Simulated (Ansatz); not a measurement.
```yaml
crystal:
  periodic: [false, false, false]
  atoms:
    - {symbol: O, position_ang: [0.515855, -0.924237, 1.316799]}
    - {symbol: Nb, position_ang: [0.011251, -0.017051, -0.004901]}
    - {symbol: F, position_ang: [-1.353745, 1.104467, 0.564612]}
    - {symbol: F, position_ang: [-0.591743, -1.196169, -1.305451]}
    - {symbol: F, position_ang: [1.468282, 0.959290, -0.612460]}
basis:
  gaussian: {orbitals: def2-TZVP}
hamiltonian: {xc: {name: wB97}}
output: {forces: true}
```

```sh
$ ansatz run in.yaml --threads 4 --pin off --events-out ev --progress --plain --max-ram 10444MiB
```

Output, abridged:

```
Functional definition: wB97
937 factors; their error is unknown
272 factors; integrals over basis functions are off by at most 1.9e-5 eV
mean field evaluation 1: about -11743.8331 eV, gradient 9.3e1 eV
mean field evaluation 2: about -11677.4136 eV, gradient 2.2e2 eV
mean field evaluation 4: about -11757.9216 eV, gradient 1.6e1 eV
mean field evaluation 8: about -11758.2952 eV, gradient 2.4e-1 eV
mean field evaluation 16: about -11758.2953 eV, gradient 4.6e-5 eV
mean field -11758.29530695 eV, -432.1093824716 hartree, gradient 4.6e-5 eV, S^2 0.000000; 0 other end points of the search recorded, 0 dependent functions left out
reference -11758.29529148 eV, -432.1093819032 hartree; 24, 24 occupied and 140, 140 virtual orbitals, 937 factors
Total energy: -11758.29529148 eV, -432.1093819032 hartree
Atom 0 at     0.515855    -0.924237     1.316799 Å, force    -0.140410     0.252427    -0.367824 eV/Å
Atom 1 at     0.011251    -0.017051    -0.004901 Å, force     0.259323    -0.466661     0.679881 eV/Å
Atom 2 at    -1.353745     1.104467     0.564612 Å, force    -0.224926     0.197737     0.053437 eV/Å
Atom 3 at    -0.591743    -1.196169    -1.305451 Å, force    -0.106866    -0.158963    -0.236430 eV/Å
Atom 4 at     1.468282     0.959290    -0.612460 Å, force     0.212879     0.175460    -0.129063 eV/Å
Dipole moment:    -0.080058     0.143898    -0.209619 e Å
```

Hardware: 4 threads of an Arm Neoverse V1 on a shared host. Wall time 3.8 s, peak host memory 0.35 GiB.
